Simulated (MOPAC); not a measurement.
MOPAC input (PM7):

```
PM7 FORCE THERMO(298,298) PRECISE LET CHARGE=-1 GEO-OK AUX(PRECISION=9) THREADS=1
H2Cl3Si2

Si    2.08506844 1   -0.20142200 1    0.46346971 1
Si    0.11370806 1   -0.02268249 1    0.00285309 1
Cl   -0.55744682 1   -0.82129465 1   -1.80092162 1
Cl   -1.11976358 1   -0.96214100 1    1.35439022 1
Cl   -0.50434081 1    1.93267143 1   -0.15625916 1
H     2.61568537 1   -1.33531457 1    1.19133468 1
H     3.06782975 1    0.79123898 1    0.08158643 1
```

Output:

```
 *******************************************************************************
 **                                                                           **
 **                              MOPAC v23.2.5                                **
 **                                                                           **
 *******************************************************************************
 ** MOPAC's Digital Object Identifier: https://doi.org/10.5281/zenodo.6511958 **
 **                                                                           **
 ** Please cite the open-source release paper for use of this MOPAC version:  **
 ** J. E. Moussa and J. J. P. Stewart (2026)                                  **
 ** MOPAC: An open-source semiempirical molecular orbital program             **
 ** J. Open Source Softw., 11(119), 8025, https://doi.org/10.21105/joss.08025 **
 *******************************************************************************

                              PM7 CALCULATION RESULTS

 *******************************************************************************
 *  PM7        - The PM7 Hamiltonian to be used
 *  GEO-OK     - OVERRIDE INTERATOMIC DISTANCE AND OTHER SAFETY CHECKS
 *
 *
 *
 *                 CHARGE ON SYSTEM = -1
 *
 *
 *
 *  LET        - OVERRIDE SOME SAFETY CHECKS
 *  PRECISE    - TIGHTER CRITERIA TO BE USED
 *  FORCE      - FORCE CALCULATION SPECIFIED
 *  AUX        - OUTPUT AUXILIARY INFORMATION
 *  THERMO     - THERMODYNAMIC QUANTITIES TO BE CALCULATED
 *******************************************************************************
PM7 FORCE THERMO(298,298) PRECISE LET CHARGE=-1 GEO-OK AUX(PRECISION=9) THREADS=1
 H2Cl3Si2

   ATOM   CHEMICAL          X               Y               Z
  NUMBER   SYMBOL      (ANGSTROMS)     (ANGSTROMS)     (ANGSTROMS)

     1      Si          2.08506844  *  -0.20142200  *   0.46346971  *
     2      Si          0.11370806  *  -0.02268249  *   0.00285309  *
     3      Cl         -0.55744682  *  -0.82129465  *  -1.80092162  *
     4      Cl         -1.11976358  *  -0.96214100  *   1.35439022  *
     5      Cl         -0.50434081  *   1.93267143  *  -0.15625916  *
     6       H          2.61568537  *  -1.33531457  *   1.19133468  *
     7       H          3.06782975  *   0.79123898  *   0.08158643  *

          CARTESIAN COORDINATES

    NO.       ATOM           X           Y           Z

     1        Si          2.0851     -0.2014      0.4635
     2        Si          0.1137     -0.0227      0.0029
     3        Cl         -0.5574     -0.8213     -1.8009
     4        Cl         -1.1198     -0.9621      1.3544
     5        Cl         -0.5043      1.9327     -0.1563
     6         H          2.6157     -1.3353      1.1913
     7         H          3.0678      0.7912      0.0816

 General Reference for PM7:
 "Optimization of Parameters for Semiempirical Methods VI: More Modifications to the
 NDDO Approximations and Re-optimization of Parameters", J. J. P. Stewart, J. Mol. Mod., 1:32, 19 (2013)
[...]
 REDUCED MASS       11.1667         Si2 -- Cl3         +17.3% ( 62.9%)      8.6%
 EFFECTIVE MASS     29.8891
 FORCE CONSTANT      1.8407

 VIBRATION         11    5A"         ATOM PAIR     ENERGY CONTRIBUTION    RADIAL
 FREQUENCY           568.05         Si2 -- Cl5         +30.7% ( 83.3%)     82.9%
 TRANSITION DIPOLE   4.3766         Si2 -- Cl4         +30.7% ( 83.3%)     82.9%
 TRAVEL (Ang.)       0.0940         Si1 -- Si2         +18.8% ( 65.2%)      0.0%
 REDUCED MASS       13.4361         Si2 -- Cl3         +18.5% ( 64.6%)      0.0%
 EFFECTIVE MASS     29.6462
 FORCE CONSTANT      2.5544

 VIBRATION         12    7A'         ATOM PAIR     ENERGY CONTRIBUTION    RADIAL
 FREQUENCY           613.62         Si1 -- H 7         +38.1% ( 54.2%)      0.0%
 TRANSITION DIPOLE   0.3186         Si1 -- H 6         +38.1% ( 54.2%)      0.0%
 TRAVEL (Ang.)       0.3504         Si1 -- Si2          +8.2% ( 25.1%)      0.0%
 REDUCED MASS        0.8948         Si2 -- Cl3          +5.8% ( 21.3%)     81.9%
 EFFECTIVE MASS      4.4332
 FORCE CONSTANT      0.1985

 VIBRATION         13    8A'         ATOM PAIR     ENERGY CONTRIBUTION    RADIAL
 FREQUENCY           809.28         Si1 -- H 7         +48.9% ( 57.1%)      1.0%
 TRANSITION DIPOLE   0.4989         Si1 -- H 6         +48.9% ( 57.1%)      1.0%
 TRAVEL (Ang.)       0.4081         Si1 -- Si2          +1.7% ( 10.5%)     99.7%
 REDUCED MASS        0.5002         Si2 -- Cl3          +0.2% (  3.6%)     50.4%
 EFFECTIVE MASS      1.5776
 FORCE CONSTANT      0.1930

 VIBRATION         14    9A'         ATOM PAIR     ENERGY CONTRIBUTION    RADIAL
 FREQUENCY          2332.67         Si1 -- H 7         +50.0% ( 70.4%)     98.0%
 TRANSITION DIPOLE   0.1746         Si1 -- H 6         +50.0% ( 70.4%)     98.0%
 TRAVEL (Ang.)       0.2416
 REDUCED MASS        0.4951
 EFFECTIVE MASS      1.1833
 FORCE CONSTANT      1.5871

 VIBRATION         15    6A"         ATOM PAIR     ENERGY CONTRIBUTION    RADIAL
 FREQUENCY          2342.21         Si1 -- H 7         +49.9% ( 71.1%)     98.7%
 TRANSITION DIPOLE   0.1474         Si1 -- H 6         +49.9% ( 71.1%)     98.7%
 TRAVEL (Ang.)       0.2359         Si1 -- Si2          +0.2% (  4.8%)      0.0%
 REDUCED MASS        0.5174
 EFFECTIVE MASS      1.4439
 FORCE CONSTANT      1.6723

      SYMMETRY NUMBER FOR POINT-GROUP Cs  =  1

          SYSTEM IS A GROUND STATE

 H2Cl3Si2

          MOLECULE IS NOT LINEAR

          THERE ARE 15 GENUINE VIBRATIONS IN THIS SYSTEM
          THIS THERMODYNAMICS CALCULATION IS LIMITED TO
          MOLECULES WHICH HAVE NO INTERNAL ROTATIONS

                    CALCULATED THERMODYNAMIC PROPERTIES
                                          *
   TEMP. (K)   PARTITION FUNCTION   H.O.F.    ENTHALPY  HEAT CAPACITY ENTROPY
                                   KCAL/MOL   CAL/MOLE    CAL/K/MOL  CAL/K/MOL

 298.00  VIB.     0.2527D+03                  3406.3626    19.5161    22.4242
         ROT.     0.5849D+06                   888.2803     2.9808    29.3694
         INT.     0.1478D+09                  4294.6429    22.4969    51.7936
         TRA.     0.2041D+28                  1480.4672     4.9680    41.2003
         TOT.                     -159.725    5775.1101    27.4650    92.9939

   *: NOTE: HEATS OF FORMATION ARE RELATIVE TO THE
            ELEMENTS IN THEIR STANDARD STATE AT 298K
              (=  Standard Enthalpy of Formation).

            Hvib:  Zero-point energy is not included.
                   frequencies of less than zero cm-1 are not included.
            Hrot = (3/2)RT
            Htra = (3/2)RT + pV = (5/2)RT

            Heat capacity is Cp, not Cv

          For more information, see: HTTP://OpenMOPAC.net/Manual/thermochemistry.html

           FORCE CONSTANT IN CARTESIAN COORDINATES (Millidynes/A)

    ATOM   CHEMICAL       X               Y               Z
   NUMBER   SYMBOL  FORCE CONSTANT  FORCE CONSTANT  FORCE CONSTANT

      1      Si        3.853342        0.924421        4.611633
      2      Si        2.910672        2.902326        3.493529
      3      Cl        0.646443        2.090910        0.201539
      4      Cl        0.561543        0.734602        1.926369
      5      Cl        0.561468        0.734722        1.926324
      6       H        1.094454        0.098508        2.279565
      7       H        1.094577        0.098508        2.279443

 **********************
 *                    *
 * JOB ENDED NORMALLY *
 *                    *
 **********************

 == MOPAC DONE ==
```

The dipole moment of an ion depends on the origin.
